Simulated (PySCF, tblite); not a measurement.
Isomers of C2H5PSi, one GFN2-xTB conformer each. Single-point energies are computed at PBE0/pcSseg-1 (PySCF, gas phase, no added dispersion term), electronic only.

Question: Rank them by PBE0/pcSseg-1 energy, lowest first (kJ/mol).
A. `C[SiH2]C#P`
B. `[SiH3]C1=CP1`

Answer: A (0.0), B (115.9).

As drawn, the higher has a three-membered ring and a C=C bond outside aromatic rings, which the lower lacks. GFN2-xTB itself gives, in the same order: 0.0, 50.1. Both levels put the same isomer lowest.

Which frontier levels, dipoles and rotational constants go with these structures?

```
      SMILES  HOMO (eV, PBE0/pcSseg-1)  LUMO (eV)  dipole (D)      A, B, C (MHz)
  C[SiH2]C#P                     -7.85      -1.66        0.94  13151, 1885, 1698
[SiH3]C1=CP1                     -6.88      -0.83        1.46  13163, 2311, 2043
```

What happens when harmonic zero-point energies from GFN2-xTB frequencies are added?

```
      SMILES  ZPE (kJ/mol)  electronic (kJ/mol)  with ZPE (kJ/mol)
  C[SiH2]C#P         152.9                  0.0                0.0
[SiH3]C1=CP1         135.8                115.9               98.7
```

The zero-point energies span 17.1 kJ/mol. The order is unchanged.
